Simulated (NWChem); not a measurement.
Everything below was run with NWChem. System: H4GeS3, charge 0, spin multiplicity 1, at a geometry optimised with B3LYP/def2-SVP. The structure started from a generated list of species. Level: RHF/def2-TZVP.

Part of the output:

```
             Northwest Computational Chemistry Package (NWChem) 7.3.0
             --------------------------------------------------------

                                NWChem Input Module
                                -------------------

 Scaling coordinates for geometry "geometry" by  1.889725989
 (inverse scale =  0.529177249)

                             Geometry "geometry" -> ""
                             -------------------------

 Output coordinates in angstroms (scale by  1.889725989 to convert to a.u.)

  No.       Tag          Charge          X              Y              Z
 ---- ---------------- ---------- -------------- -------------- --------------
    1 Ge                  32.0000    -0.38747500     0.11490700    -0.17425500
    2 S                   16.0000     0.06468200    -2.05230100    -0.58189000
    3 S                   16.0000    -0.58033900     0.63197700     1.99745500
    4 S                   16.0000     1.34729000     1.26967700    -1.00788100
    5 H                    1.0000    -1.74699300     0.50604100    -0.79191400
    6 H                    1.0000    -1.20073400    -2.46458700    -0.32743900
    7 H                    1.0000     0.63784500     0.14191800     2.32735600
    8 H                    1.0000     1.40294400     0.54995800    -2.15480400

 Effective nuclear repulsion energy (a.u.)     543.4816713297

            Nuclear Dipole moment (a.u.)
            ----------------------------
        X                 Y               Z
 ---------------- ---------------- ----------------
    -0.0000188973     0.0000037795    -0.0000321253


 Summary of "ao basis" -> "" (spherical)
 ------------------------------------------------------------------------------
       Tag                 Description            Shells   Functions and Types
 ---------------- ------------------------------  ------  ---------------------
 *                         def2-tzvp                  on all atoms

 Summary of "ao basis" -> "ao basis" (spherical)
 ------------------------------------------------------------------------------
       Tag                 Description            Shells   Functions and Types
 ---------------- ------------------------------  ------  ---------------------
 Ge                        def2-tzvp                16       48   6s5p4d1f
 S                         def2-tzvp                13       37   5s5p2d1f
 H                         def2-tzvp                 4        6   3s1p
[...]
   139     -0.200130  4 S  pz               137     -0.191147  4 S  px
    64      0.161798  2 S  py               140     -0.152201  4 S  px

 Vector   42  Occ=2.000000D+00  E=-3.788129D-01
              MO Center= -2.8D-01, -5.1D-01,  7.5D-01, r^2= 5.1D+00
   Bfn.  Coefficient  Atom+Function         Bfn.  Coefficient  Atom+Function
  ----- ------------  ---------------      ----- ------------  ---------------
   101      0.370226  3 S  py                65      0.349381  2 S  pz
   104      0.277495  3 S  py                68      0.264649  2 S  pz
    98      0.163330  3 S  py                62      0.154110  2 S  pz

 Vector   43  Occ=0.000000D+00  E= 9.288870D-02
              MO Center= -1.7D-01, -8.0D-02, -5.0D-02, r^2= 6.9D+00
   Bfn.  Coefficient  Atom+Function         Bfn.  Coefficient  Atom+Function
  ----- ------------  ---------------      ----- ------------  ---------------
     6      1.775415  1 Ge s                162     -0.691281  5 H  s
    67     -0.653693  2 S  py               105      0.498569  3 S  pz
   174     -0.396542  7 H  s                140      0.363777  4 S  px
     5      0.360267  1 Ge s                142     -0.357254  4 S  pz
    53     -0.327931  2 S  s                168     -0.250986  6 H  s

 Vector   44  Occ=0.000000D+00  E= 1.180812D-01
              MO Center=  8.0D-02, -6.1D-01,  1.1D-02, r^2= 8.8D+00
   Bfn.  Coefficient  Atom+Function         Bfn.  Coefficient  Atom+Function
  ----- ------------  ---------------      ----- ------------  ---------------
   168      1.058822  6 H  s                180      0.833960  8 H  s
    90     -0.780468  3 S  s                 53     -0.682545  2 S  s
   174      0.668270  7 H  s                 21      0.571801  1 Ge pz
    66      0.556467  2 S  px               127     -0.497178  4 S  s
   103     -0.392859  3 S  px               141      0.302669  4 S  py

 Vector   45  Occ=0.000000D+00  E= 1.273038D-01
              MO Center= -4.0D-02,  2.6D-01, -5.6D-01, r^2= 6.6D+00
   Bfn.  Coefficient  Atom+Function         Bfn.  Coefficient  Atom+Function
  ----- ------------  ---------------      ----- ------------  ---------------
   127      1.078077  4 S  s                 20     -0.953409  1 Ge py
    19     -0.662134  1 Ge px                21      0.631604  1 Ge pz
   180     -0.576217  8 H  s                140     -0.548756  4 S  px
    53     -0.401998  2 S  s                141     -0.378480  4 S  py
    90     -0.296965  3 S  s                104      0.282887  3 S  py

 center of mass
 --------------
 x =  -0.03225701 y =   0.02609635 z =  -0.00870545

 moments of inertia (a.u.)
 ------------------
        1394.891146853163        -137.242822093181         273.054752402413
        -137.242822093181         967.378489170322        -127.508638378160
         273.054752402413        -127.508638378160        1048.217005210643

  Mulliken analysis of the total density
  --------------------------------------

    Atom       Charge   Shell Charges
 -----------   ------   -------------------------------------------------------
    1 Ge  32    31.32   2.00  2.00  1.16  0.80  0.78  0.41  5.98  4.43  1.57  1.28  0.52  8.93  1.09  0.11  0.21  0.04
    2 S   16    16.40   2.01  0.49  1.48  1.04  0.84  4.18  1.69  0.87  2.43  1.28  0.03  0.07  0.01
    3 S   16    16.41   2.01  0.49  1.48  1.04  0.84  4.18  1.69  0.87  2.43  1.28  0.03  0.07  0.01
    4 S   16    16.40   2.01  0.49  1.48  1.04  0.84  4.18  1.69  0.87  2.43  1.27  0.03  0.07  0.01
    5 H    1     0.97   0.23  0.57  0.16  0.01
    6 H    1     0.84   0.23  0.49  0.10  0.02
    7 H    1     0.83   0.23  0.49  0.09  0.02
    8 H    1     0.84   0.23  0.49  0.10  0.02

       Multipole analysis of the density wrt the origin
       ------------------------------------------------

     L   x y z        total         open         nuclear
     -   - - -        -----         ----         -------
     0   0 0 0     -0.000000      0.000000     84.000000

     1   1 0 0     -0.328285      0.000000     -0.000019
     1   0 1 0     -0.297669      0.000000      0.000004
     1   0 0 1     -0.277369      0.000000     -0.000032

     2   2 0 0    -43.619603      0.000000    164.882839
     2   1 1 0      1.074875      0.000000     74.601087
     2   1 0 1      1.371672      0.000000   -137.404800
     2   0 2 0    -47.336753      0.000000    380.854012
     2   0 1 1     -0.555013      0.000000     63.353447
     2   0 0 2    -44.021716      0.000000    347.370742

 Task  times  cpu:      102.1s     wall:      102.1s

 Total times  cpu:      102.2s     wall:      102.2s
```

Write an NWChem input that would produce this output.

This is not unique; one that fits is 
```
start mol
memory heap 200 mb stack 800 mb global 1000 mb
geometry units angstroms nocenter noautoz noautosym
  Ge    -0.387475     0.114907    -0.174255
  S      0.064682    -2.052301    -0.581890
  S     -0.580339     0.631977     1.997455
  S      1.347290     1.269677    -1.007881
  H     -1.746993     0.506041    -0.791914
  H     -1.200734    -2.464587    -0.327439
  H      0.637845     0.141918     2.327356
  H      1.402944     0.549958    -2.154804
end
basis spherical
  * library def2-tzvp
end
scf
  rhf
  nopen 0
  maxiter 100
  thresh 1e-7
  semidirect memsize 60000000 filesize 0
end
task scf energy
```
